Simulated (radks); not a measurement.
Question: The mean radii <r> (bohr) of the occupied orbitals of an atom or ion are listed with their occupations. Calculated with a radial shooting solver on a logarithmic mesh with Libxc functionals: scalar-relativistic Kohn-Sham, PBE, spin-polarised, spherical densities, finite nucleus; Fermi nuclear charge, rms radius of each element as measured or else 0.836 A^(1/3) + 0.57 fm.

| orbital | occ. | <r> |
|---|---|---|
| 1s up | 1 | 0.03341 |
| 1s down | 1 | 0.03341 |
| 2s up | 1 | 0.1430 |
| 2s down | 1 | 0.1430 |
| 2p up | 3 | 0.1242 |
| 2p down | 3 | 0.1242 |
| 3s up | 1 | 0.3455 |

Name the element and its charge. Open shells, if any, are filled with parallel spins first.

Answer: Z = 44, ruthenium, charge +33: Ru33+ in [Ne] 3s1. The 1s radius gives Z: for a bare nucleus <r> = (2 gamma + 1)/(2Z) with gamma = sqrt(1 - (Z/c)^2), 0.03289 bohr for Z = 44, and screening makes it slightly larger (0.03341 here). The occupations add up to 11, and the charge is Z minus that.
